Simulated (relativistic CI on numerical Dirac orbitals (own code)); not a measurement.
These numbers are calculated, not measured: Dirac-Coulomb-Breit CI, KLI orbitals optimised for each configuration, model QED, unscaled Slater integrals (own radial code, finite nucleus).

Configuration list (outside the closed core [Ne]): 3s²3p⁶3d, 3s²3p⁵3d², 3s3p⁶3d², 3s²3p⁶4s, 3s²3p⁶4p, 3s²3p⁶4d, 3s²3p⁵3d4s, 3s²3p⁶4f, 3s²3p⁵3d4p, 3s²3p⁵3d4d, 3s3p⁶3d4s, 3p⁶3d²4p, 3s²3p⁵3d4f, 3s3p⁶3d4p, 3s3p⁶3d4d, 3s²3p⁶5s, 3s²3p⁶5p, 3s3p⁶3d4f, 3s²3p⁶5d, 3s²3p⁶5f, 3s²3p⁶5g, 3p⁶3d³, 3p⁵3d⁴, 3p⁵3d³4s, 3p⁶3d²4s, 3p⁵3d²4s², 3p⁶3d²4d, 3p⁵3d³4d, 3p⁵3d²4s4d. Double excitations out of closed p, d and f shells are left out; levels of such configurations are missing from the list, as are those of other unlisted configurations, and high levels can miss mixing partners. These lack a partner that the ground configuration has and come out too high: 3s²3p⁵3d4p, 3s²3p⁵3d4f.

At this charge energies of transitions that change n are usually good to better than 1 %, and those within a shell (Δn = 0) to a few per cent.

Outline of the computed level scheme of Xe XXXVI. Lowest level of each configuration: 3s²3p⁶3d ²D3/2 at 0.000 eV; 3s²3p⁵3d² ⁴D°1/2 at 163.882 eV.

Some strong electric-dipole decays among the lowest 45 levels: 3s²3p⁵3d² ²D°3/2 → 3s²3p⁶3d ²D3/2 (1.5e+12 s⁻¹); 3s²3p⁵3d² ²D°5/2 → 3s²3p⁶3d ²D5/2 (1.5e+12 s⁻¹); 3s²3p⁵3d² ²P°1/2 → 3s²3p⁶3d ²D3/2 (1.0e+12 s⁻¹); 3s²3p⁵3d² ²F°7/2 → 3s²3p⁶3d ²D5/2 (7.5e+11 s⁻¹); 3s²3p⁵3d² ²F°5/2 → 3s²3p⁶3d ²D3/2 (4.7e+11 s⁻¹); 3s²3p⁵3d² ²P°1/2 → 3s²3p⁶3d ²D3/2 (3.0e+11 s⁻¹); 3s²3p⁵3d² ²D°3/2 → 3s²3p⁶3d ²D3/2 (2.7e+11 s⁻¹); 3s²3p⁵3d² ²F°5/2 → 3s²3p⁶3d ²D3/2 (2.6e+11 s⁻¹).

LS names give the leading component of a level, which can be under half, so a name can repeat, a term be missing and a line seem to break the LS rules.
